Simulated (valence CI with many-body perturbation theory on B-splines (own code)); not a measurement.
**E1 line list for Re LXII**

Calculated by valence CI with perturbative core correlation (CI+MBPT): four valence electrons over a frozen Dirac-Fock core [Ne], radial functions for each j: 11 s, 11 p, 10 d, 8 f, 5 g, 2 h, with the one-electron correlation potential Σ1 (screened to all orders), the two-electron term Σ2, the three-electron term Σ3, Breit, model QED; selected single and double excitations, second order for the rest, scaled by the run's own slope (own B-spline code, finite nucleus).

No measured spectrum was set against this ion. As an estimate, large intervals hold to a few tenths of a per cent, small ones and those within an open d or f shell to about a per cent. Among the levels kept, up to 590 cm⁻¹ of a level comes from second order outside the variational space, and about a tenth of that is noise between levels of different J, which matters for small intervals.

Lines 1 to 50 of 576 in falling wavelength, among levels below 133.86 Ry, chosen from the strongest by gf and those to the six lowest levels. Wavelengths and rates use the calculated energies. Electric multipoles are in the length gauge with retardation, E1 and E2 with the static RPA response of the core. Weak lines are less certain than strong ones. Lines between different terms over intervals too small for the method are left out, as are lines whose strength nearly cancels. The highest levels of a list are the least certain.

Levels are named by their leading jj configuration (3d3/2^4 stands for four electrons in 3d with j = 3/2), which in mixed levels can hold well under half, so a name can repeat and another be missing. Letters in brackets count levels of one name in rising energy.

```tsv
λ vac (Å)	Upper	Lower	A (s⁻¹)	S (a.u.)
94.22	(3s 3p1/2 3d3/2 3d5/2) J=4 [a]	(3s^2 3d3/2 3d5/2) J=3	5.89e+09	2.19e-02
87.59	(3s 3p1/2 3d3/2 3d5/2) J=5	(3s^2 3d3/2 3d5/2) J=4	1.46e+10	5.33e-02
87.34	(3p1/2 3p3/2^2 3d3/2) J=4	(3s 3p3/2^2 3d3/2) J=3 [b]	8.16e+09	2.41e-02
87.13	(3s 3p1/2 3p3/2 3d3/2) J=4	(3s^2 3p3/2 3d3/2) J=3	1.00e+10	2.94e-02
82.14	(3p1/2 3p3/2^2 3d5/2) J=5	(3s 3p3/2^2 3d5/2) J=4 [b]	1.13e+10	3.40e-02
77.16	(3s 3p1/2 3d3/2 3d5/2) J=3 [c]	(3s^2 3d3/2 3d5/2) J=2	1.31e+10	2.08e-02
76.61	(3s 3p1/2 3d5/2^2) J=5	(3s^2 3d5/2^2) J=4	2.92e+10	7.12e-02
76.07	(3s 3p1/2^2 3p3/2) J=2	(3s^2 3p1/2 3p3/2) J=2	1.26e+10	1.37e-02
76.03	(3p1/2^2 3d3/2 3d5/2) J=4	(3s 3p1/2 3d3/2 3d5/2) J=3 [d]	2.46e+10	4.80e-02
75.63	(3s 3p1/2 3p3/2 3d5/2) J=5	(3s^2 3p3/2 3d5/2) J=4	2.20e+10	5.17e-02
75.12	(3s 3p1/2 3d5/2^2) J=3 [a]	(3s^2 3d5/2^2) J=2	2.57e+10	3.76e-02
74.80	(3s 3p1/2 3p3/2^2) J=3	(3s^2 3p3/2^2) J=2	1.44e+10	2.08e-02
73.88	(3s 3p1/2 3d3/2 3d5/2) J=4 [c]	(3s^2 3d3/2 3d5/2) J=4	1.43e+10	2.56e-02
73.81	(3s 3p1/2 3p3/2 3d5/2) J=4 [c]	(3s^2 3p3/2 3d5/2) J=3	1.34e+10	2.39e-02
72.75	(3s 3p1/2 3d5/2^2) J=1 [b]	(3s^2 3d5/2^2) J=0	2.84e+10	1.62e-02
72.72	(3s 3p1/2^2 3d5/2) J=3	(3s^2 3p1/2 3d5/2) J=3	1.77e+10	2.35e-02
72.62	(3p1/2^2 3p3/2 3d5/2) J=4	(3s 3p1/2 3p3/2 3d5/2) J=3 [c]	1.92e+10	3.26e-02
72.20	(3s 3p1/2^2 3d5/2) J=3	(3s^2 3p1/2 3d5/2) J=2	2.87e+10	3.74e-02
71.90	(3s 3p1/2^2 3p3/2) J=2	(3s^2 3p1/2 3p3/2) J=1	1.56e+10	1.43e-02
71.88	(3s 3p1/2 3p3/2 3d3/2) J=3 [c]	(3s^2 3p3/2 3d3/2) J=3	1.93e+10	2.47e-02
71.72	(3s 3p1/2 3p3/2 3d5/2) J=3 [b]	(3s^2 3p3/2 3d5/2) J=2	1.70e+10	2.16e-02
71.08	(3p1/2 3p3/2^2 3d5/2) J=4 [b]	(3s 3p3/2^2 3d5/2) J=3 [a]	1.60e+10	2.55e-02
70.72	(3s 3p1/2 3d5/2^2) J=2 [b]	(3s^2 3d5/2^2) J=2	2.81e+10	2.46e-02
70.64	(3p1/2^2 3d3/2 3d5/2) J=4	(3s 3p1/2 3d3/2 3d5/2) J=4 [c]	2.00e+10	3.13e-02
70.15	(3s 3p1/2^2 3d3/2) J=1	(3s^2 3p1/2 3d3/2) J=2	3.59e+10	1.83e-02
70.11	(3p1/2^2 3p3/2 3d3/2) J=3	(3s 3p1/2 3p3/2 3d3/2) J=3 [c]	2.45e+10	2.92e-02
70.10	(3p1/2^2 3d3/2 3d5/2) J=2	(3s 3p1/2 3d3/2 3d5/2) J=3 [c]	2.58e+10	2.19e-02
69.84	(3s 3p1/2 3d5/2^2) J=4 [b]	(3s^2 3d5/2^2) J=4	2.32e+10	3.51e-02
69.67	(3p1/2^2 3p3/2 3d5/2) J=3	(3s 3p1/2 3p3/2 3d5/2) J=2 [c]	1.94e+10	2.27e-02
69.26	(3p1/2^2 3p3/2 3d5/2) J=3	(3s 3p1/2 3p3/2 3d5/2) J=3 [d]	1.47e+10	1.69e-02
69.12	(3p1/2^2 3d5/2^2) J=4	(3s 3p1/2 3d5/2^2) J=3 [b]	5.18e+10	7.60e-02
69.07	(3p1/2^2 3d3/2^2) J=0	(3s 3p1/2 3d3/2^2) J=1 [b]	1.02e+11	1.67e-02
68.78	(3s 3p1/2 3d3/2 3d5/2) J=3 [d]	(3s^2 3d3/2 3d5/2) J=4	2.54e+10	2.86e-02
68.27	(3p1/2 3p3/2^2 3d3/2) J=4	(3s 3p3/2^2 3d3/2) J=4	1.91e+10	2.70e-02
68.19	(3s 3p1/2 3d5/2^2) J=3 [b]	(3s^2 3d5/2^2) J=4	2.91e+10	3.19e-02
68.08	(3p1/2^2 3p3/2 3d5/2) J=2	(3s 3p1/2 3p3/2 3d5/2) J=2 [b]	1.95e+10	1.52e-02
67.92	(3p1/2^2 3p3/2 3d5/2) J=4	(3s 3p1/2 3p3/2 3d5/2) J=4 [b]	1.16e+10	1.62e-02
67.62	(3p1/2^2 3d5/2^2) J=2	(3s 3p1/2 3d5/2^2) J=1 [a]	3.49e+10	2.66e-02
67.50	(3p1/2^2 3d5/2^2) J=4	(3s 3p1/2 3d5/2^2) J=4 [b]	4.28e+10	5.85e-02
67.50	(3p1/2^2 3d3/2 3d5/2) J=2	(3s 3p1/2 3d3/2 3d5/2) J=1 [b]	2.00e+10	1.52e-02
67.26	(3s 3p1/2^2 3d3/2) J=2	(3s^2 3p1/2 3d3/2) J=2	2.76e+10	2.07e-02
67.23	(3s 3p1/2 3p3/2 3d5/2) J=3 [d]	(3s^2 3p3/2 3d5/2) J=3	2.36e+10	2.48e-02
67.13	(3s 3p1/2^2 3d5/2) J=2	(3s^2 3p1/2 3d5/2) J=3	3.96e+10	2.95e-02
67.02	(3p1/2^2 3d3/2 3d5/2) J=3	(3s 3p1/2 3d3/2 3d5/2) J=3 [b]	3.42e+10	3.56e-02
66.95	(3p1/2 3p3/2^2 3d3/2) J=3 [a]	(3s 3p3/2^2 3d3/2) J=3 [a]	2.19e+10	2.27e-02
66.75	(3p1/2^2 3d5/2^2) J=2	(3s 3p1/2 3d5/2^2) J=2 [b]	5.69e+10	4.18e-02
66.07	(3s^2 3p3/2^2) J=2	(3s 3p1/2^2 3p3/2) J=1	1.87e+08	1.33e-04
65.08	(3p1/2^2 3d3/2 3d5/2) J=2	(3s 3p1/2 3d3/2 3d5/2) J=2 [b]	3.63e+10	2.47e-02
64.92	(3s 3p1/2^2 3p3/2) J=1	(3s^2 3p1/2 3p3/2) J=2	4.51e+10	1.83e-02
64.92	(3p1/2^2 3d5/2^2) J=0	(3s 3p1/2 3d5/2^2) J=1 [b]	1.91e+11	2.58e-02
```
